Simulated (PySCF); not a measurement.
## Cu⁺: excitation energy

Cu⁺ [Ar] 3d10 (1S) → Cu⁺ [Ar] 3d9 4s1 (3D), as a difference of total energies. Calculation: PySCF 2.14, in aug-cc-pVQZ-PP with ECP10MDF (7s7p6d4f3g2h, 135 functions); scalar relativity through the core potential. Correlated levels: valence: 3s2 3p6 frozen. The calculations carry no spin-orbit coupling.

| method | excitation energy (eV) | error (eV) |
| --- | --- | --- |
| UHF | 0.616 | -2.192 |
| LDA | 2.881 | +0.073 |
| PBE | 2.481 | -0.327 |
| PBE0 | 2.206 | -0.602 |
| r2SCAN | 1.948 | -0.860 |
| TPSSh | 2.386 | -0.422 |
| revPBE | 2.462 | -0.346 |
| M06-2X | 2.573 | -0.235 |
| MP2 (valence) | 3.458 | +0.650 |
| SCS-MP2 (valence) | 3.199 | +0.391 |

Reference: 2.808 eV (measured; NIST levels, between the centres of gravity of the two terms).
